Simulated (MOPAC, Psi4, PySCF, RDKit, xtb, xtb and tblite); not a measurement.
Torsional profile of C3H8GeO2, SMILES [GeH3][CH2]C(=O)OC. Scanned: dihedral O2–C3–C5–Ge6; all other coordinates were relaxed at GFN2-xTB. Points at φ and −φ are mirror images.

Geometry of the scan point at -30° (Å):
```
14

C      2.1256     0.6866     0.0560
O      0.7581     0.3100     0.0992
C      0.4592    -0.9403    -0.3026
O      1.2870    -1.7391    -0.6441
C     -1.0183    -1.1434    -0.2370
Ge    -1.7226    -0.0060     1.2148
H      2.4566     0.7805    -0.9805
H      2.1976     1.6437     0.5657
H      2.7391    -0.0645     0.5573
H     -1.4483    -0.8312    -1.1896
H     -1.2363    -2.2033    -0.1152
H     -3.1435    -0.3956     1.4974
H     -0.9373    -0.1978     2.4674
H     -1.7117     1.4358     0.8424
```

GFN2-xTB (xtb and tblite); PBE/def2-TZVP // GFN2-xTB (Psi4); PBE-D3(BJ)/def2-TZVP // GFN2-xTB (Psi4); wB97X-D/def2-TZVP // GFN2-xTB (Psi4); UFF // GFN2-xTB (RDKit); PM6, restricted, heats of formation // GFN2-xTB (MOPAC); GFN1-xTB // GFN2-xTB (xtb); RKS-B3LYP/6-31G* = PySCF with restricted B3LYP/6-31G*, spherical d, density fitting // GFN2-xTB; RKS-LDA (SVWN5)/6-31G* = restricted LDA (SVWN5)/6-31G*, spherical d, density fitting // GFN2-xTB run with PySCF; RKS-BP86/6-31G* = restricted BP86/6-31G*, spherical d, density fitting // GFN2-xTB in PySCF.

Least-squares fit of E(φ) = a0 + Σ (a_n cos nφ + b_n sin nφ), n = 1 to 4, to the 12 scan points, in kcal/mol above the lowest point of each profile (levels whose profile four harmonics don't fit are not listed):

```
method                    a0     a1    b1     a2    b2     a3    b3     a4    b4  rms of fit
----------------------  ----  -----  ----  -----  ----  -----  ----  -----  ----  ----------
GFN2-xTB                1.09  -0.76  0.00  -0.48  0.00   0.09  0.00   0.00  0.00        0.04
PBE/def2-TZVP           1.26   0.41  0.00   1.22  0.00   0.06  0.00  -0.03  0.00        0.02
PBE-D3(BJ)/def2-TZVP    1.27   0.29  0.00   1.23  0.00   0.07  0.00  -0.03  0.00        0.02
wB97X-D/def2-TZVP       1.20   0.39  0.00   1.13  0.00   0.13  0.00  -0.06  0.00        0.03
UFF                     3.02   3.13  0.00   2.85  0.00   0.08  0.00   0.01  0.00        0.14
PM6                     2.14  -0.22  0.00   2.00  0.00  -0.22  0.00  -0.20  0.00        0.06
GFN1-xTB                1.08   1.07  0.00   1.01  0.00   0.02  0.00  -0.07  0.00        0.03
RKS-B3LYP/6-31G*        1.09   0.51  0.00   1.07  0.00   0.11  0.00  -0.01  0.00        0.02
RKS-LDA (SVWN5)/6-31G*  0.53   0.22  0.00   0.54  0.00   0.08  0.00   0.02  0.00        0.01
RKS-BP86/6-31G*         1.00   0.42  0.00   0.98  0.00   0.07  0.00  -0.01  0.00        0.01
```
